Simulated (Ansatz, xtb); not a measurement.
**Two isomers of C3H2Br2N2**

Structure a: `Brc1nc[nH]c1Br`, a singlet. Structure b: `Brc1c[nH]c(Br)n1`, a singlet. Both are isolated molecules in the gas phase, relaxed with PBE-D3(BJ)/def2-SVP.

Energies in hartree; the thermal terms are from GFN2-xTB frequencies at re-optimised GFN2-xTB minima (ideal gas, soft modes damped towards free rotors, one conformer each, 298.15 K, 1 atm) and include the zero-point energy:

```
                               a            b
E, CCSD(T)/def2-SVP  −5368.899147  −5368.900122
    E, MP2/def2-SVP  −5368.845027  −5368.845709
  E, MP2/def2-TZVPP  −5369.977186  −5369.977741
  zero-point energy      0.049418      0.049324
       H(298 K) − E      0.056929      0.056823
       G(298 K) − E      0.015939      0.015970
```

Correct the CCSD(T) difference for the basis set by the MP2 change, then work out ΔE, ΔE₀, ΔH and ΔG for a → b in kcal/mol (1 Eh = 627.51 kcal/mol) and the equilibrium ratio [b]/[a].

1. Differences b − a: CCSD(T) −0.000975, MP2 in the small set −0.000682, MP2 in the large set −0.000555 Eh.
2. ΔE = −0.000975 + (−0.000555 − (−0.000682)) = −0.000848 Eh = −0.53 kcal/mol.
3. ΔE₀ = ΔE + ΔZPE = −0.000848 + (−0.000094) Eh = −0.59 kcal/mol.
4. ΔH = ΔE + (−0.000106) Eh = −0.60 kcal/mol.
5. ΔG = ΔE + (+0.000031) Eh = −0.51 kcal/mol, so ΔS = (ΔH − ΔG)/T = −1.2 J/(mol K).
6. kT = 0.9442 mEh, so K = [b]/[a] = exp(−ΔG/kT) = exp(+0.87) ≈ 2.4.

The two are too close for this level to say which is favoured. An error of 1 kcal/mol in ΔG would change K by a factor of 5.4. Mirror images and further conformers aren't counted.

As drawn, both hold the same kinds of bond in the same numbers.

Other levels gave ΔE = −1.7 (GFN2-xTB); −1.4 (HF/STO-3G, GFN2-xTB geometries); −0.9 (r2SCAN-D4/def2-SVP, GFN2-xTB geometries); −0.7 (PBE-D3(BJ)/def2-SVP); −1.2 (HF/def2-SVP); −0.4 (MP2/def2-SVP); −0.6 (CCSD(T)/def2-SVP) kcal/mol. The correlated steps freeze 23 core orbitals; the filled d shell of Br is correlated, in a basis made for valence electrons. Programs: Ansatz 0.2.0, xtb 6.7.1.
